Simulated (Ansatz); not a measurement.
Harmonic frequencies (cm⁻¹) at PBE0-D4/def2-TZVP from Ansatz: 115, 232, 336, 380, 403, 571, 686, 721, 804, 817, 886, 948, 1083, 1118, 1263, 2324, 3173, 3881.

Each molecule was computed in one conformer, which needn't be the lowest.

(1) Which molecule is it?
A. `ClC1O[SiH2]O1`
B. `C#CC(=N)S`
C. `O=C[SiH](O)Cl`
D. `O[Si@@H]1O[C@@H]1Cl`

Results:

(1) D.
